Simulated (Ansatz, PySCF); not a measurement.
Dimer: C2H2 (SMILES C#C) (first 4 atoms) with CH3NO (SMILES NC=O); geometry from B3LYP-D3(BJ)/def2-TZVP.
(charge 0, multiplicity 1):
```xyz
10

C     -0.047     0.557    -0.602
C      0.310    -0.196     0.260
H     -0.354     1.208    -1.383
H      0.606    -0.831     1.069
N     -0.540     0.923     3.287
C      0.021    -0.156     3.874
O      0.573    -1.065     3.288
H     -0.520     1.020     2.282
H     -0.980     1.637     3.840
H     -0.070    -0.139     4.975
```

Basis-set superposition error: the interaction energy with monomers in their own basis, and in the dimer's basis (counterpoise).

Programs: Ansatz (an electronic-structure program) with Gaussian orbitals; PySCF for 6-31G* rows, M06-2X. Each number belongs to the level named beside it.

```csv
level,uncorrected (kJ/mol),counterpoise (kJ/mol),difference
HF/6-31G*,-18.7,-12.7,6.1
PBE/def2-TZVPPD,-16.7,-16.4,0.3
BLYP/def2-TZVPPD,-10.4,-10.0,0.4
B97M-V/def2-TZVPPD,-21.0,-20.7,0.3
M06-2X/def2-TZVPPD,-21.1,-20.9,0.2
wB97X-V/def2-TZVPPD,-20.5,-20.3,0.2
B2PLYP/def2-TZVPPD,-16.8,-15.9,0.9
MP2/6-31G*,-25.3,-14.1,11.2
MP2/aug-cc-pVDZ,-22.4,-16.9,5.6
CCSD(T)/aug-cc-pVDZ,-22.3,-16.4,5.8
```

The error is largest for MP2/6-31G* (11.2 kJ/mol) and smallest for M06-2X/def2-TZVPPD (0.2 kJ/mol).
